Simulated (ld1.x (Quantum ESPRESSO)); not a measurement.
# iridium: excitation energies, all-electron against TM semilocal

* Element: Ir (Z = 77)
* Generator: ld1.x (Quantum ESPRESSO) 7.5
* Type: norm-conserving Troullier–Martins (semilocal form)
* Functional: PBE
* Relativity: scalar-relativistic
* Frozen core: [Kr] 4d10 4f14 5s2
* Valence charge: 15
* Reference configuration: 5p6 5d7 6s2 6p0
* Partial waves: 5p (bound): rc 2.00 bohr; 5d (bound): rc 1.85 bohr; 6s (bound): rc 1.80 bohr
* Local potential: the s channel
* Core correction: a·sin(br)/r model core, default radius (core density twice the valence density)

Energies are relative to the spin-unpolarised reference configuration 5p6 5d7 6s2 6p0; without spin polarisation the order of configurations can differ from experiment.

Question: Give the all-electron excitation energy and the error of the potential for: 5p6 5d7 6s1 6p0; 5p6 5d7 6s0 6p0; 5p6 5d6 6s0 6p0; 5p5 5d7 6s2 6p0; 5p6 5d7.5 6s1.5 6p0; 5p6 5d7 6s0 6p2; 5p6 5d8 6s1 6p0.

Answer:

```
valence configuration  charge  ΔE all-electron (eV)  error AE − PS (meV)
      5p6 5d7 6s1 6p0      +1                 9.879                 -5.1
      5p6 5d7 6s0 6p0      +2                27.348                  -26
      5p6 5d6 6s0 6p0      +3                57.889                  -15
      5p5 5d7 6s2 6p0      +1                60.947                  -43
  5p6 5d7.5 6s1.5 6p0       0                -0.286                 -3.0
      5p6 5d7 6s0 6p2       0                11.007                 +669
      5p6 5d8 6s1 6p0       0                -0.334                 -9.5
```

Levels in the configuration 5p6 5d7 6s1 6p0:

```tsv
level	all-electron (eV)	pseudo (eV)
5p	-63.046	-63.000
5d	-15.323	-15.304
6s	-13.566	-13.571
```
